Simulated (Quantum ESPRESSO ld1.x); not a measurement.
Species: Sr XXXIV. Configuration: [He] 2s2 2p1. All-electron calculation, Dirac Kohn-Sham, PW91, spin-unpolarised, spherical densities, point nucleus; open shells are shared between the two j in proportion to 2j + 1. Program: ld1.x of Quantum ESPRESSO 7.5. Some entries of the table are withheld. Estimate them.

| orbital | occ. | eigenvalue (hartree) | <r^2> (bohr^2) |
|---|---|---|---|
| 1s1/2 | 2 | -679.242 | 0.002045 |
| 2s1/2 | 2 | -156.421 | 0.03051 |
| 2p1/2 | 0.333333 | -152.621 | (1) |
| 2p3/2 | 0.666667 | -149.611 | (2) |
| 3s1/2 | 0 | -66.4863 | 0.1591 |
| 3p1/2 | 0 | -65.2586 | (3) |
| 3p3/2 | 0 | -64.4094 | (4) |

Answer. 
(1) 2p1/2 <r^2> (bohr^2): 0.02240
(2) 2p3/2 <r^2> (bohr^2): 0.02348
(3) 3p1/2 <r^2> (bohr^2): 0.1426
(4) 3p3/2 <r^2> (bohr^2): 0.1466
